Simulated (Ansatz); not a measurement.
A CCSD(T) single point on C$_{4}$H$_{4}$F$_{6}$O, SMILES `FCC(F)(F)OCC(F)(F)F`.

```yaml
crystal:
  periodic: [false, false, false]
  atoms:
    - {symbol: F, position_ang: [-1.865296, 2.381704, 1.791166]}
    - {symbol: C, position_ang: [-1.333063, 1.136378, 1.624620]}
    - {symbol: C, position_ang: [-0.562168, 1.081575, 0.322031]}
    - {symbol: F, position_ang: [-1.364529, 1.386738, -0.725550]}
    - {symbol: F, position_ang: [0.421649, 2.012290, 0.305082]}
    - {symbol: O, position_ang: [-0.052106, -0.167117, 0.196061]}
    - {symbol: C, position_ang: [0.707175, -0.407939, -0.969781]}
    - {symbol: C, position_ang: [1.163308, -1.847118, -0.917935]}
    - {symbol: F, position_ang: [0.135579, -2.695483, -0.890508]}
    - {symbol: F, position_ang: [1.921917, -2.091919, 0.150428]}
    - {symbol: F, position_ang: [1.889060, -2.112048, -2.009715]}
    - {symbol: H, position_ang: [-2.134130, 0.395025, 1.589197]}
    - {symbol: H, position_ang: [-0.648675, 0.915249, 2.446369]}
    - {symbol: H, position_ang: [0.107999, -0.269875, -1.872465]}
    - {symbol: H, position_ang: [1.591580, 0.231741, -1.009601]}
basis:
  gaussian: {orbitals: def2-TZVPP}
correlation: {method: ccsd_t}
output: {orbitals: {seedname: orbitals}}
```

```sh
$ ansatz run in.yaml --threads 4 --pin off --events-out ev --progress --plain --max-ram 66560MiB --backend cuda --devices 0, --max-vram 37GiB
```

The program prints (abridged):

```
Functional definition: HF
2573 factors; integrals over basis functions are off by at most 1.1e-3 eV
mean field evaluation 1: about -22460.3925 eV, gradient 6.1e1 eV
mean field evaluation 2: about -22460.8683 eV, gradient 6.1e1 eV
mean field evaluation 4: about -22467.5897 eV, gradient 5.3e0 eV
mean field evaluation 8: about -22467.6844 eV, gradient 3.3e-1 eV
mean field -22467.68480325 eV, -825.6721873757 hartree, gradient 6.1e-6 eV, S^2 0.000000; 0 other end points of the search recorded, 0 dependent functions left out
11 core orbitals not correlated: weight in the atoms' cores, before any rotation towards them, 1.000 or more for the frozen orbitals, at most 0.000 for the correlated occupied ones
reference -22467.68480325 eV, -825.6721873757 hartree; 34, 34 occupied and 352, 352 virtual orbitals, 2573 factors
second order -64.19937526 eV of doubles, -0.00000000 eV of singles
cycle   1  -63.35865391 eV  change    8.4e-1 eV  update   1.5e-1
cycle   2  -64.65369934 eV  change    -1.3e0 eV  update   4.3e-2
cycle   3  -64.93434041 eV  change   -2.8e-1 eV  update   2.0e-2
cycle   4  -64.89810556 eV  change    3.6e-2 eV  update   4.1e-3
cycle   5  -64.89405108 eV  change    4.1e-3 eV  update   1.8e-3
cycle   6  -64.89665003 eV  change   -2.6e-3 eV  update   5.8e-4
cycle   7  -64.89649542 eV  change    1.5e-4 eV  update   2.1e-4
cycle   8  -64.89623197 eV  change    2.6e-4 eV  update   6.2e-5
cycle   9  -64.89623335 eV  change   -1.4e-6 eV  update   2.0e-5
perturbative correction -2.18879954 eV, -0.0804368996 hartree
Total energy: -22534.76983614 eV, -828.1375168627 hartree
```

It took 44 s on 4 threads of an AMD EPYC 7R13 on a shared host and a share of an NVIDIA H100 80 GB, with 0.9 GiB of host memory at the peak.

MP2 recovers 95.7 % of the CCSD(T) correlation energy and the triples give 3.3 %; T1 = 0.0118.
